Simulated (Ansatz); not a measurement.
Caution, from a PySCF single point (PBE0-D3(BJ)/def2-TZVPD) at this geometry: the highest occupied level lies above zero, so the state may not be bound. This singlet lies 0.44 eV below the relaxed triplet at the level frozen-core CCSD(T)/aug-cc-pVDZ // PBE0-D3(BJ)/def2-TZVPD (Ansatz, a program for electronic structure).

Species: H$_{4}$BSSi, SMILES `[SiH3][B-]S` (lower singlet; Si–B–S–H torsion 0°) (charge -1, multiplicity 1).

Question: Give a relaxed geometry from PBE0-D3(BJ)/def2-TZVPD in Ansatz.

Answer: One answer among several that fit: the end point of this relaxation, one of several conformers (outside a Z-matrix the atoms follow the SMILES, hydrogens last).
Cartesian coordinates (Å) in one orientation:
```xyz
7

Si    -0.872     0.005    -0.015
B      0.574    -1.268     0.485
S      2.197    -0.615     0.263
H     -1.813     0.312     1.121
H     -0.461     1.385    -0.528
H     -1.782    -0.520    -1.093
H      2.158     0.702    -0.233
```
